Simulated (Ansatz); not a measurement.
Isolated molecules relaxed with PBE0-D4/def2-TZVP in Ansatz; ΔE leaves out vibrations. CCSD(T)/CBS is the MP2 limit (def2-TZVPP, def2-QZVPP) plus CCSD(T) − MP2 in def2-TZVPP, frozen cores. This one scheme is used for every species. Functionals use def2-TZVPP. B3LYP here is the variant with VWN-RPA as its local correlation; programs differ in this. Each species was taken in one conformer, which may not be the lowest.

Reaction (silylene formation by 1,1-elimination): `O[SiH](Cl)[SiH2][SiH3]` → `O[SiH]` + `[SiH3][SiH2]Cl`

`O[SiH](Cl)[SiH2][SiH3]`:

Cartesian coordinates in Å:
```
O 0.152 -2.675 -1.462
Si 0.242 -1.048 -1.287
Cl 2.208 -0.413 -1.388
Si -0.568 -0.253 0.759
Si -0.122 2.035 0.953
H 0.543 -3.226 -0.781
H -0.459 -0.495 -2.466
H -2.032 -0.516 0.858
H 0.115 -1.004 1.851
H -0.754 2.590 2.180
H -0.670 2.749 -0.232
H 1.346 2.255 1.016
```

`O[SiH]`:

```xyz
4

O     0.022   -0.325    0.705
Si   -0.239    0.104   -0.874
H    -0.445   -1.120    0.979
H     0.663    1.341   -0.810
```

`[SiH3][SiH2]Cl`:

Z-matrix (Å, degrees):
```
Si
Si 1 2.338
H 1 1.486 2 109.6
H 1 1.488 2 109.6 3 119.9
H 1 1.486 2 109.6 3 -120.2
Cl 2 2.065 1 108.7 3 60.2
H 2 1.485 1 111.8 3 -58.6
H 2 1.485 1 111.9 3 179.0
```

Is it downhill or uphill in electronic energy at CCSD(T)/CBS, and by how much? (Best estimate.)

Ansatz gave: Uphill: ΔE = +205.5 kJ/mol.

What do these levels give: LDA (SPW92), PBE-D4, r2SCANh-D4, revPBE, B3LYP, r2SCANh, BHLYP, CAM-B3LYP, CCSD(T)/def2-SVP, MP2/def2-TZVPP, CCSD/def2-TZVPP, HF/def2-QZVPP? (An estimate is asked.)

Computed: LDA (SPW92) 236.4, PBE-D4 214.4, r2SCANh-D4 228.0, revPBE 187.1, B3LYP 182.1, r2SCANh 224.4, BHLYP 194.7, CAM-B3LYP 192.7, CCSD(T)/def2-SVP 187.3, MP2/def2-TZVPP 211.8, CCSD/def2-TZVPP 195.1, HF/def2-QZVPP 181.1 kJ/mol.

Largest T1 diagnostic among the species: 0.016.

Leaving LDA and LC-ωPBE aside and taking each functional with its dispersion term where it has one, the values, not all of them listed here, spread over 40.6 kJ/mol, from BLYP-D4 to r2SCAN0-D4. LDA lies +33.6 kJ/mol from PBE without D4. From BLYP to BHLYP (50 % exact exchange), in def2-TZVPP and without D4, ΔE moves by +28.3 kJ/mol. The D4 term adds +18.7 kJ/mol with B3LYP and +10.5 kJ/mol with PBE0; it sums over pairs of atoms, weighted by their polarisabilities, and B3LYP, whose exchange is more repulsive, gets the larger term.
